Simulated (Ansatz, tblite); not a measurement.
Forces on Pd₃O₃⁻ at its r2SCAN-D4/def2-SVPD geometry. Total charge -1; doublet.

In the def2 sets Pd takes a core potential; there is no spin–orbit coupling. The xTB rows come from tblite. At PBE-D4/def2-TZVPD the charge -1 doublet is spin-contaminated (final ⟨S²⟩ up to 1.75, 0.75 for a pure state). The structure comes from a short search, and lower isomers may exist.

GFN1-xTB (tblite), largest force 1.05 eV/Å:

```xyz
6
positions Å, forces eV/Å
Pd    0.261   -0.584   -1.435   -0.143    0.323    0.812
Pd   -0.019   -0.884    1.169   -0.048    0.219   -0.073
Pd   -0.218    1.438    0.189   -0.012   -0.217    0.116
O     0.330   -2.127   -0.257   -0.019    0.206   -0.020
O     0.035    1.324   -1.714    0.013   -0.148    0.120
O    -0.388    0.832    2.049    0.208   -0.384   -0.955
```

GFN2-xTB (tblite), largest force 0.67 eV/Å:

```
Pd -0.044 0.067 0.178
Pd 0.004 -0.467 0.475
Pd -0.092 0.653 0.004
O 0.056 -0.321 -0.045
O 0.012 0.205 -0.274
O 0.064 -0.136 -0.339
```

PBE-D4/def2-TZVPD (Ansatz), largest force 0.52 eV/Å:

```
Pd 0.043 -0.177 -0.418
Pd 0.027 -0.328 0.404
Pd -0.045 0.512 0.051
O 0.018 -0.094 -0.004
O 0.005 0.071 -0.081
O -0.048 0.016 0.048
```
